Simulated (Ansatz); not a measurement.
`[AlH2][C@@H]1[SiH2][C@H]1[SiH3]`. Total charge 0; spin multiplicity 1.

```xyz
14

Al   -1.7139   -1.4480   -1.2767
C    -0.6813   -0.5246    0.0465
Si   -0.6609    1.3092   -0.3444
C     0.7177    0.1019   -0.1702
Si    1.8617    0.2111    1.2825
H    -3.0980   -2.1051   -0.8656
H    -1.1979   -1.4413   -2.7799
H    -0.9502   -0.6962    1.0898
H    -1.0450    1.7513   -1.7028
H    -0.9409    2.2805    0.7311
H     1.2008   -0.1726   -1.1076
H     1.1051    0.7591    2.4427
H     2.3887   -1.1275    1.6704
H     3.0143    1.1023    0.9842
```

(1) Give the diagnostics of a CCSD(T)/def2-TZVPP run (frozen core, Ansatz 0.2.0). (Estimate.)

Answers

(1) Computed: T1 = 0.0119, largest single amplitude 0.018, largest double 0.031, (T) share of the correlation energy 4.0 %, 9 CCSD cycles. The RHF solution is stable towards an unrestricted one. T1 lies under the customary mark of 0.02 for closed shells.
